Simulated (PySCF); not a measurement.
## Ionisation energy of Tl⁺ by level of theory

Tl⁺ [Xe] 4f14 5d10 6s2 (1S) → Tl²⁺ [Xe] 4f14 5d10 6s1 (2S), as a difference of total energies. Computed with PySCF 2.14 in aug-cc-pwCVDZ-PP with ECP60MDF (6s5p4d1f, 48 functions), with a scalar-relativistic core potential. Correlated levels: valence: 5s2 5p6 5d10 frozen; valence and next inner shell: nothing frozen outside the core potential. The calculations carry no spin-orbit coupling.

| method | ionisation energy (eV) | error (eV) |
| --- | --- | --- |
| UHF | 18.360 | -2.068 |
| LDA | 20.963 | +0.535 |
| PBE | 20.503 | +0.075 |
| PBE0 | 20.186 | -0.242 |
| r2SCAN | 20.326 | -0.102 |
| B2PLYP | 19.811 | -0.617 |
| PBEsol | 20.565 | +0.137 |
| r2SCANh | 20.249 | -0.179 |
| MN15 | 20.607 | +0.179 |
| MP2 (valence) | 18.885 | -1.543 |
| SCS-MP2 (valence) | 18.990 | -1.438 |
| MP2 (valence and next inner shell) | 20.327 | -0.101 |
| SCS-MP2 (valence and next inner shell) | 20.214 | -0.214 |

Reference: 20.428 eV (measured; NIST Atomic Spectra Database, ionization energies).

Errors of the correlated levels include the incompleteness of this basis and the frozen core.
